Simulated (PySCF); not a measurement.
GeH₃, SMILES [GeH3] (connectivity only; charge and spin as stated), charge +1, multiplicity 1.

Geometry optimised at r2SCAN-D4/def2-TZVPD. The multiplicity is an assumed one; other spin states were not compared. The isomer is the one that the SMILES or the coordinates give; other isomers of the formula were not compared.

Method: PBE/def2-TZVPD (PySCF).

The molecule is in vacuum.

The total energy comes out as -2078.12773 hartree. The point group is D3h and the highest occupied level is -15.98 eV. The lowest empty level is -11.08 eV and the orbital gap is 4.91 eV. The dipole moment about the centre of nuclear charge is 0.00 D, the mean static polarisability is 22.9 bohr³ (3.40 Å³) and the polarisability, principal values is 17.2, 25.8, 25.8 bohr³.
